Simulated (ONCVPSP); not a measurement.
**Varying the ONCV potential for N**

Base potential:

```json
{
 "Element": "nitrogen",
 "Generator": "ONCVPSP 4.0.1",
 "Type": "optimised norm-conserving Vanderbilt (ONCV)",
 "Functional": "PBE",
 "Relativity": "scalar-relativistic",
 "Frozen core": "[He]",
 "Valence charge": "5",
 "Reference configuration": "2s2 2p3",
 "Partial waves": "2s: rc 1.00 bohr, ncon 3, nbas 6, qcut 8.4 1/bohr, 2 projectors, debl 1.4 Ha; 2p: rc 1.55 bohr, ncon 3, nbas 7, qcut 7.3 1/bohr, 2 projectors, debl 1.8 Ha; d scattering state at 0.31 Ha: rc 1.25 bohr, ncon 4, nbas 7, qcut 7.4 1/bohr, 2 projectors, debl 1.3 Ha",
 "Local potential": "polynomial inside 0.95 bohr (lpopt 4, dvloc0 0 Ha)",
 "Core correction": "polynomial model core, fcfact 0.55"
}
```

All-electron outer shells of the reference configuration (PBE, scalar-relativistic, ld1.x):

```csv
shell,level (eV),outermost node (bohr),outermost maximum (bohr)
1s,-384.72,–,0.15
2s,-18.58,0.32,1.02
2p,-7.09,–,0.98
```

Cutoffs, loose and tight: the cutoffs (Ha) at which the residual kinetic energy of the hardest occupied pseudo-wave falls to 1 and 0.1 mHa per electron. They do not see the model core or the augmentation charge, which bear on the density cutoff. Test errors are all-electron minus pseudo excitation energies from the reference, over the configurations 2s2 2p2; 2s2 2p1; 2s2 2p0; 2s2 2p2.5. A dash means not determined; rows that change the core or the reference have their own tests.

```csv
change,outcome,"cutoff, loose","cutoff, tight",bound ghosts,GHOST(+) flags above zero,largest test error (meV)
base,generated,27 Ha,34 Ha,none,none,+955
s: qcut 12.2; p: qcut 10.6; d: qcut 10.7,generated,36 Ha,46 Ha,none,none,+433
d: nbas 9,generated,27 Ha,34 Ha,none,none,+955
"s: ncon 4, nbas 7",generated,29 Ha,40 Ha,none,none,+944
d: qcut 7.9,generated,27 Ha,34 Ha,none,none,+955
"all radii but the core radius scaled by about 1.32 (s 1.32, p 2.04, d 1.64 bohr); local potential polynomial inside 1.26 bohr (lpopt 4, dvloc0 0 Ha)",generated,22 Ha,27 Ha,none,none,+1815
d: debl 4.5,generated,27 Ha,34 Ha,none,none,+955
```
